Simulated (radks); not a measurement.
All-electron atom: Be2+ in [He]. All-electron calculation, Dirac Kohn-Sham, PBE, spin-unpolarised, spherical densities, point nucleus. Program: a radial shooting solver on a logarithmic mesh with Libxc functionals.

Normalised radial functions P(r) = r R(r) (large component), r in bohr:

r	1s1/2
0.01363	0.1909
0.01465	0.2043
0.01587	0.2202
0.0172	0.2373
0.01848	0.2537
0.02002	0.2731
0.02169	0.2938
0.0233	0.3137
0.02525	0.3372
0.02735	0.3622
0.02963	0.3888
0.03184	0.4141
0.03449	0.4439
0.03736	0.4753
0.04015	0.5051
0.04349	0.5399
0.04712	0.5764
0.05063	0.6108
0.05485	0.6506
0.05942	0.6921
0.06386	0.7307
0.06917	0.7750
0.07494	0.8205
0.08053	0.8624
0.08724	0.9097
0.0945	0.9576
0.1016	1.0008
0.11	1.0486
0.1192	1.0958
0.1281	1.1372
0.1387	1.1816
0.1503	1.2237
0.1628	1.2627
0.175	1.2946
0.1895	1.3258
0.2053	1.3518
0.2207	1.3700
0.239	1.3839
0.259	1.3903
0.2783	1.3891
0.3015	1.3796
0.3266	1.3610
0.3509	1.3363
0.3802	1.2997
0.4118	1.2538
0.4426	1.2048
0.4794	1.1422
0.5194	1.0719
0.5582	1.0029
0.6046	0.9212
0.655	0.8357
0.7039	0.7567
0.7625	0.6685
0.826	0.5815
0.8948	0.4974
0.9616	0.4256
1.042	0.3513
1.128	0.2838
1.213	0.2297
1.314	0.1773
1.423	0.1333
1.529	0.1005
1.657	0.0713

1s1/2: eigenvalue -132.28 eV, 0 radial nodes, <r> = 0.417 bohr, 90 % of the charge inside 0.753 bohr.
